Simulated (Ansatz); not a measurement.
Species: HSiOF₃, charge 0, singlet. HSiOF3 (trifluoro(hydroxy)silane, SMILES O[Si](F)(F)F).
B3LYP-D3(BJ)/def2-TZVP minimum from Ansatz (a program for electronic structure):
```xyz
6

O      1.4970    -0.0276     0.5949
Si     0.0000    -0.0007     0.0079
F     -0.2727    -1.1838    -0.9999
F     -0.9887    -0.1329     1.2210
F     -0.3201     1.3378    -0.7637
H      2.2586     0.0411     0.0145
```

Total energies in cc-pV(D+d)Z, 32 correlated electrons, 9 frozen orbitals. UHF or UKS for unpaired electrons; spin-orbit terms are left out. Cores are frozen in correlated methods. No relativity.

```csv
method,program,energy (Eh),minus CCSDT(Q) (mEh)
HF,Ansatz,-662.96182,861.40
MP2,Ansatz,-663.79782,25.41
CCSD,Ansatz,-663.80693,16.29
CCSD(T),Ansatz,-663.82067,2.56
CCSDT(Q),Ansatz,-663.82323,0.00
```

Rough core times of Ansatz's runs on a shared machine: CCSD(T) under 20 s, CCSDT(Q) 30 min.
